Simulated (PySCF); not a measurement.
Excitation energy of Se by level of theory

Se [Ar] 3d10 4s2 4p4 (3P) → Se [Ar] 3d10 4s1 4p5 (3P), as a difference of total energies. Calculation: PySCF 2.14, in aug-cc-pVQZ-DK (8s7p5d3f2g, 93 functions); the spin-free X2C one-electron Hamiltonian (Gaussian nucleus). Correlated levels: valence: [Ar] 3d10 frozen. The calculations carry no spin-orbit coupling.

| method | excitation energy (cm⁻¹) |
| --- | --- |
| UHF | 94635 |
| LDA | 87063 |
| PBE | 86574 |
| PBE0 | 88851 |
| r2SCAN | 87466 |
| r2SCAN0 | 89310 |
| TPSSh | 87796 |
| LC-wPBE | 91757 |
| wB97M-V | 90064 |
| MP2 (valence) | 87479 |
| SCS-MP2 (valence) | 86593 |

A first-order spin-orbit estimate (lowest level to lowest level, LS coupling) adds -0.013 eV.

The upper state lies above the first ionisation limit, where it may autoionise and the basis confines it.
